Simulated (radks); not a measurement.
The numbers below are computed, except where a source is named.
Correlation energies from several functionals, in hartree. Species: Ne [Ne]; Sr [Kr] 5s2; O+ [He] 2s2 2p3; He [He]. Level of theory: non-relativistic Kohn-Sham, LDA (Slater exchange, Perdew-Wang correlation), spin-polarised, spherical densities, point nucleus (a radial shooting solver on a logarithmic mesh with Libxc functionals). Every spin shell is full or empty, so the densities are truly spherical. Functionals are evaluated on that one density, not self-consistently.

| functional | Ne | Sr | O+ | He |
|---|---|---|---|---|
| PW92 | -0.73980 | -3.4412 | -0.45861 | -0.11108 |
| PZ | -0.73717 | -3.4396 | -0.45156 | -0.11091 |
| Chachiyo | -0.72426 | -3.3925 | -0.44359 | -0.10805 |
| PBE | -0.34648 | -1.8474 | -0.18731 | -0.041053 |
| PBEsol | -0.40807 | -2.1131 | -0.22593 | -0.051556 |
| LYP | -0.38293 | -1.8359 | -0.20710 | -0.043517 |
| P86 | -0.38460 | -2.1112 | -0.20511 | -0.043080 |
| PW91 | -0.37790 | -2.0045 | -0.20842 | -0.044893 |
| OP (B88) | -0.37722 | -1.7665 | -0.20856 | -0.050864 |
| revTPSS | -0.36075 | -1.8815 | -0.20033 | -0.045428 |
| SCAN | -0.34405 | -1.8574 | -0.18918 | -0.037642 |
| r2SCAN | -0.34623 | -1.8731 | -0.19039 | -0.037642 |
| B95 | -0.38729 | -2.2309 | -0.20730 | -0.041410 |
| Tao-Mo | -0.31066 | -1.7675 | -0.16087 | -0.028567 |
